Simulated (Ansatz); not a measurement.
# GeCNClF (SMILES N#[C][Ge]([F])[Cl]): from total energies to a heat of formation

GeCNClF has 5 atoms, charge 0, and is taken as a doublet. SMILES: `N#[C][Ge]([F])[Cl]`. Geometry: relaxed at PBE0-D4/def2-TZVP.

Total energies at UPBE-QIDH/cc-pVDZ, 17 core orbitals frozen (Ansatz 0.2.0); the atoms run unrestricted:

```
species    state   energy (Eh)
GeCNClF  doublet  -2728.740357
      N  quartet    -54.520879
      C  triplet    -37.789505
     Ge  triplet  -2076.246610
      F  doublet    -99.608403
     Cl  doublet   -459.890542
```

Harmonic wavenumbers at UPBE0-D4/def2-TZVP, in cm⁻¹: 96, 136, 182, 310, 326, 431, 487, 716, 2314.

Measured heats of formation of the gaseous atoms at 298.15 K, in kJ/mol: N 472.4, C 716.9, Ge 372.0, F 79.4, Cl 121.3. Spin-orbit lowering of the atoms at 298 K (mean of the ground term's levels less their thermal mean, from spectra), in kJ/mol: C 0.02, Ge 10.39, F 1.29, Cl 3.44. Take 1 Eh = 2625.50 kJ/mol, 1 cm⁻¹ = 0.0119627 kJ/mol, RT = 2.479 kJ/mol.

What heat of formation follows?


1. Electronic atomisation energy: (-54.520879) + (-37.789505) + (-2076.246610) + (-99.608403) + (-459.890542) − (-2728.740357) = 0.684418 Eh = 1796.9 kJ/mol.
2. Zero-point energy: half the sum of the wavenumbers, 2499 cm⁻¹ = 29.9 kJ/mol.
3. Thermal vibrational enthalpy, Σ hcν̃/(exp(hcν̃/kT) − 1): 9.0 kJ/mol. Translation, rotation and pV of a non-linear molecule: 4 RT = 9.9 kJ/mol.
4. The 5 free atoms carry 5/2 RT each: 31.0 kJ/mol.
5. Spin-orbit coupling lowers the free atoms by 0.02 + 10.39 + 1.29 + 3.44 = 15.1 kJ/mol.
6. Atomisation enthalpy at 298 K: 1796.9 − 15.1 − 29.9 − 9.0 − 9.9 + 31.0 = 1764.0 kJ/mol.
7. Sum of the atoms' heats of formation: 1762.0 kJ/mol. Heat of formation: 1762.0 − 1764.0 = -2.0 kJ/mol.

No measured value is set beside it here. Relativity is left out. A double-zeta basis underbinds. Anharmonicity and any spin-orbit splitting of the molecule are left out, and so is core correlation.
